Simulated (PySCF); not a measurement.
SiI⁻: from constants to spectrum

UHF-CCSD(T) constants of SiI⁻, ³Σ⁻ (triplet), unpaired electrons π ↑↑ (Si def2-TZVPPD, I def2-TZVPPD with ECP28; scalar-relativistic core potentials (PySCF 2.14); masses 27.9769 and 126.9045 u):

- ωe: 237.5 cm⁻¹
- ωexe: 1.17 cm⁻¹
- Be: 0.10278 cm⁻¹
- αe: 0.000678 cm⁻¹
- D (centrifugal): 7.7e-08 cm⁻¹
- De to Si + I⁻: 1.48 eV

Question: Give the vibrational terms G(v) and spacings up to v = 6.

Answer: G(v) = ωe(v+½) − ωexe(v+½)².

```json
{"v": "0", "G(v) (cm⁻¹)": "118.5", "G(v) − G(v−1)": "", "Bv (cm⁻¹)": "0.1024"}
{"v": "1", "G(v) (cm⁻¹)": "353.6", "G(v) − G(v−1)": "235.2", "Bv (cm⁻¹)": "0.1018"}
{"v": "2", "G(v) (cm⁻¹)": "586.4", "G(v) − G(v−1)": "232.8", "Bv (cm⁻¹)": "0.1011"}
{"v": "3", "G(v) (cm⁻¹)": "816.9", "G(v) − G(v−1)": "230.5", "Bv (cm⁻¹)": "0.1004"}
{"v": "4", "G(v) (cm⁻¹)": "1045.1", "G(v) − G(v−1)": "228.1", "Bv (cm⁻¹)": "0.0997"}
{"v": "5", "G(v) (cm⁻¹)": "1270.9", "G(v) − G(v−1)": "225.8", "Bv (cm⁻¹)": "0.0991"}
{"v": "6", "G(v) (cm⁻¹)": "1494.3", "G(v) − G(v−1)": "223.5", "Bv (cm⁻¹)": "0.0984"}
```

Question: How well does the Morse estimate ωe²/(4ωexe) reproduce De, and what is D0?

Answer: It gives 1.49 eV, 101 % of the computed De. D0 = De − G(0) = 1.48 − 0.01 = 1.47 eV.

Correlated steps freeze 9 core orbitals. These are scalar-relativistic numbers at best; spin–orbit coupling would shift them, the dissociation energy most. For an ion De counts to the pair picked by the measured ionisation energies or electron affinities, which need not be the lowest pair at this level. The state is the lowest determinant that a PBE0 search found; another state may lie lower at other levels.
